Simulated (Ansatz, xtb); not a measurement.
## Two isomers of C5H5FN2

Structure I is `Cc1ccnc(F)n1`, a singlet and structure II is `Cc1nccc(F)n1`, a singlet. Both are isolated molecules in the gas phase, relaxed with PBE-D3(BJ)/def2-SVP.

Problem. Estimate which is lower in electronic energy at CCSD(T)/def2-SVP + ΔMP2/def2-TZVPP, and by roughly how much.

Solution. CCSD(T)/def2-SVP + ΔMP2/def2-TZVPP gives E(II) − E(I) = +0.69 kcal/mol, slightly favouring structure I, which is too small a margin to settle the true order.

How the difference moves with the method:

```
                             level             geometry  E(II) − E(I) (kcal/mol)  departure from the last row (kcal/mol)  job, with rough time for the two
                          GFN2-xTB             GFN2-xTB                     +1.17                                   +0.48               optimisation, 0.1 s
                         HF/STO-3G             GFN2-xTB                     +1.04                                   +0.35              single point, 0.48 s
                r2SCAN-D4/def2-SVP             GFN2-xTB                     +1.18                                   +0.49               single point, 6.6 s
               PBE-D3(BJ)/def2-SVP  PBE-D3(BJ)/def2-SVP                     +0.95                                   +0.26                optimisation, 63 s
                       HF/def2-SVP  PBE-D3(BJ)/def2-SVP                     +1.07                                   +0.38           part of the CCSD(T) run
                      MP2/def2-SVP  PBE-D3(BJ)/def2-SVP                     +1.08                                   +0.39           part of the CCSD(T) run
                  CCSD(T)/def2-SVP  PBE-D3(BJ)/def2-SVP                     +1.02                                   +0.33                      single point
CCSD(T)/def2-SVP + ΔMP2/def2-TZVPP  PBE-D3(BJ)/def2-SVP                     +0.69                                                     single point, 2.2 min
```

As drawn, both hold the same kinds of bond in the same numbers.

The largest departure from CCSD(T)/def2-SVP + ΔMP2/def2-TZVPP is that of r2SCAN-D4/def2-SVP, 0.49 kcal/mol. A small imaginary or near-zero mode remains, so no thermal terms are given. The last row adds to CCSD(T) the change of the MP2 difference between the two basis sets, here −0.33 kcal/mol.

The correlated steps freeze 8 core orbitals. Codes used: Ansatz 0.2.0, xtb 6.7.1; the last row on 2 threads of Arm Neoverse V2 on a shared host.
